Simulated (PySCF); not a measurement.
# Checking a proposed structure

A compound C$_{6}$H$_{13}$N gives the data below (simulated from a calculation) and was assigned the structure `CCC/C(C)=N\C`.

13C{1H} NMR (computed): δ 170.0 (CH), 56.2 (CH2), 30.1 (CH2), 23.7 (CH2), 14.3 (CH3), 13.4 (CH3).

1H NMR (500 MHz, computed): δ 7.62 (t, 1H), 3.75 (t, 2H), 2.11 (m, 2H), 1.44 (m, 2H), 1.33 (m, 3H), 1.22 (t, 3H).

Method: shieldings: GIAO PBE0/pcSseg-1, geometry from GFN2-xTB, in PySCF 2.14 (relativity neglected, in vacuum, one computed conformer, equivalent nuclei averaged).

δ = σ(ref) − σ, references computed at the same level: 1H (σ = 31.72 ppm) and 13C (σ = 186.93 ppm) vs TMS.

(1) Compare with the shifts computed for the proposed structure, pairing carbons in order of shift.

(2) Which isomer fits?

Answers

(1) Mapped SMILES: `[CH3:1][CH2:2][CH2:3]/[C:4]([CH3:5])=[N:6]\[CH3:7]`; H(Xn) means a hydrogen on atom n.

```
atom  computed for proposal  given list  difference
  C4                  175.9       170.0        +5.9
  C7                   37.9        56.2       -18.3
  C3                   36.8        30.1        +6.7
  C5                   31.2        23.7        +7.5
  C2                   23.3        14.3        +9.0
  C1                   17.6        13.4        +4.2
```

The rms difference is 9.7 ppm and the largest -18.3 ppm at C7 (methyl carbon bonded to N). The carbon types in order of shift don't match either: C, CH3, CH2, CH3, CH2, CH3 for the proposal against CH, CH2, CH2, CH2, CH3, CH3 in the data. The proposal doesn't fit.

(2) `CC/C=N\CCC`.

Carbon types of the structure: 1 × CH, 3 × CH2, 2 × CH3, which accounts for all hydrogens. δC 170.0: C=N carbon. δC 56.2: sp3 CH2 bonded to N; the inductive effect lowers its shielding. δH 3.75: hydrogen on an sp3 CH2 bonded to N; its carbon carries N, which withdraws density. δH 1.33, 1.22: hydrogen on a methyl carbon.

Other isomers checked: C=NCC(C)(C)C (rms 14.7 ppm).

This is the structure that produced the data.

Shifts are as computed. Against solution values, carbons near 30 ppm lie about +3 ppm off and those near 130 ppm about +5 ppm. Of 1211 compounds with measured shifts, 218 miss one by over three times the rms of a fit or turn the order of signals round; such compounds aren't used in these exercises. No couplings were computed; multiplicities are counted from neighbouring protons, with m where these are inequivalent, close in shift, in a saturated or five-membered ring or joined by F or P, and br s for small geminal =CH2 splittings.
